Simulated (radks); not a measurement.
The numbers below are computed, except where a source is named.
Ta2+, configuration [Xe] 4f14 5d3 (the NIST ground configuration). Level of theory: scalar-relativistic Kohn-Sham, r2SCAN, spin-polarised, spherical densities, finite nucleus; open shells are filled with parallel spins first (spin-orbit coupling, left out, can overturn this in heavy ions); meta-GGA in the generalised Kohn-Sham scheme; Fermi nuclear charge, rms radius 5.3507 fm (a radial shooting solver on a logarithmic mesh with Libxc functionals).

Normalised radial functions P(r) = r R(r), r in bohr:

```
   r/bohr * 5s down, o 5d up (the largest magnitude, 1.08, reaches the edge; | marks zero, & curves that meet)
 0.003445                             o   *
 0.004595                             o   *
 0.006178                             o   *
  0.00824                             o    *
  0.01108                             o   *
  0.01478                             o  *
  0.01971                             o*
   0.0265                           * |o
  0.03534                        *    |o
  0.04751                      *      | o
  0.06337                       *     |  o
   0.0852                            *|    o
   0.1136                             |    o*
   0.1528                             |   o     *
   0.2038                             |o   *
    0.274                     *   o   |
   0.3654              *      o       |
   0.4913                      o*     |
   0.6553                             o            *
    0.881                             |         o                *
    1.175                             |                o        *
     1.58                             |              *   o
    2.107                             |     *          o
    2.833                             |*         o
    3.778                             *     o
     5.08                             * o
    6.775                             &
```

5s down: eigenvalue -89.378 eV, 4 radial nodes at r = 0.0222, 0.0888, 0.231, 0.542 bohr, <r> = 1.10 bohr, 90 % of the charge inside 1.58 bohr. 5d up: eigenvalue -19.201 eV, 2 radial nodes at r = 0.216, 0.649 bohr, <r> = 1.95 bohr, 90 % of the charge inside 3.02 bohr.
